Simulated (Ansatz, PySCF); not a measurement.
This Ansatz (a quantum-chemistry and plane-wave program) input computes a CCSD(T)/cc-pVDZ energy:

Ansatz 0.2 input:
```yaml
crystal:
  periodic: [false, false, false]
  atoms:
    - {symbol: C, position_ang: [1.68921057, -0.38959497, -0.52708370]}
    - {symbol: C, position_ang: [0.75462190, 0.15395693, 0.24251572]}
    - {symbol: C, position_ang: [-0.62612724, 0.49238941, -0.22442466]}
    - {symbol: O, position_ang: [-1.62950208, -0.17134035, 0.54492743]}
    - {symbol: H, position_ang: [1.50020664, -0.61143889, -1.57187190]}
    - {symbol: H, position_ang: [2.67602028, -0.62453304, -0.14926218]}
    - {symbol: H, position_ang: [0.95992023, 0.36218275, 1.28875840]}
    - {symbol: H, position_ang: [-0.72965390, 0.26416257, -1.29209074]}
    - {symbol: H, position_ang: [-0.82542426, 1.55786458, -0.09042587]}
    - {symbol: H, position_ang: [-1.45128369, -1.11802335, 0.50942869]}
basis:
  gaussian:
    orbitals: cc-pVDZ
magnetization: {spin_polarized: false}
correlation: {method: ccsd_t, electrons: outside_noble_gas}
```

Question: Write an input for the same energy in PySCF and say what it gives.

Answer: 
```python
from pyscf import gto, scf, mp, cc as ccmod

mol = gto.M(
    atom='''
    C     1.68921057   -0.38959497   -0.52708370
    C     0.75462190    0.15395693    0.24251572
    C    -0.62612724    0.49238941   -0.22442466
    O    -1.62950208   -0.17134035    0.54492743
    H     1.50020664   -0.61143889   -1.57187190
    H     2.67602028   -0.62453304   -0.14926218
    H     0.95992023    0.36218275    1.28875840
    H    -0.72965390    0.26416257   -1.29209074
    H    -0.82542426    1.55786458   -0.09042587
    H    -1.45128369   -1.11802335    0.50942869
    ''',
    basis='cc-pvdz',
    charge=0,
    spin=0,
    verbose=4,
)

mf = scf.RHF(mol)
mf.conv_tol = 1e-10
mf.max_cycle = 100
mf.kernel()
mp2 = mp.MP2(mf, frozen=4).run()
cc = ccmod.CCSD(mf, frozen=4)
cc.max_cycle = 100
cc.kernel()
et = cc.ccsd_t()
print(f'E(CCSD(T)) = {cc.e_tot + et:.9f}')
```
It gives -192.59676 Eh, and Ansatz -192.59676 Eh, a difference of 0.00 mEh.
